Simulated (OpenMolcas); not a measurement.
Zr III.

```yaml
Program: OpenMolcas 26.06
Method: CASSCF
Basis: ANO-RCC-VTZP [7s6p4d2f1g]
Scalar_Hamiltonian: DKH2, point nucleus
Active_space: 2 electrons in 10 orbitals (4d 5d)
State_averaging: 2S+1 = 3 even, 10 roots; 2S+1 = 1 even, 15 roots
Spin-orbit_coupling: RASSI with atomic mean-field integrals over the reference wave functions, term energies averaged over their components
```

Levels without dynamic correlation, in cm⁻¹ above 4d² ³F₂:

```tsv
Level	E
4d² ³P₀	10057
4d² ¹D₂	8963
4d² ¹G₄	13526
4d² ¹S₀	31671
```

On this reference, SS-CASPT2, IPEA 0.25 Eh, imaginary shift 0.1 Eh (closed shells correlated: 4s 4p) puts 4d² ³P₀ at 8510 cm⁻¹.

**Question.** Estimate the other levels at that method by one scale factor, and say how well it serves.

**Answer.** The factor is 8510 / 10057 = 0.846. Scaled values beside those that SS-CASPT2 gives and measured ones (Moore, Atomic Energy Levels, vol. II, NSRDS-NBS 35 (1971 reprint of NBS Circular 467, 1952); NIST levels as listed in Rynkun, Gaigalas and Jonsson, Astron. Astrophys. 637, A10 (2020)):
```json
{"Level": "4d² ¹D₂", "Scaled": "7583", "SS-CASPT2": "6000", "Miss (%)": "+26.4", "Measured": "5742"}
{"Level": "4d² ¹G₄", "Scaled": "11443", "SS-CASPT2": "11800", "Miss (%)": "-3.0", "Measured": "11049"}
{"Level": "4d² ¹S₀", "Scaled": "26794", "SS-CASPT2": "24240", "Miss (%)": "+10.5", "Measured": "23979"}
```
For these levels the scaled values miss SS-CASPT2 by up to 26.4 %, as correlation changes each term by its own factor, spin-orbit parts do not scale and CASPT2 has its own spread within terms. This holds within one configuration; levels of others move differently, and the target method has errors of its own against measurement.

Term energies are means over components that CASPT2 splits; among the terms shown or strongly mixed into the levels shown the widest spread is 490 cm-1 (4d² ³F, SS-CASPT2). Active for correlation alone: 5d; no level in the range computed is led by a configuration that fills it, so any true level of that kind is missing. Without dynamic correlation excited terms often stand tens of per cent too high (terms of higher spin than the ground term too low), and those without a measured partner can miss by more than the paired ones (holds for CASSCF). Computed and measured levels are paired by configuration, term and J; levels that our copy of the source lacks, or whose pairing is in doubt (as where it misses far off the trend of its configuration), stay unpaired and out of the deviations. Only configurations of the active space appear.
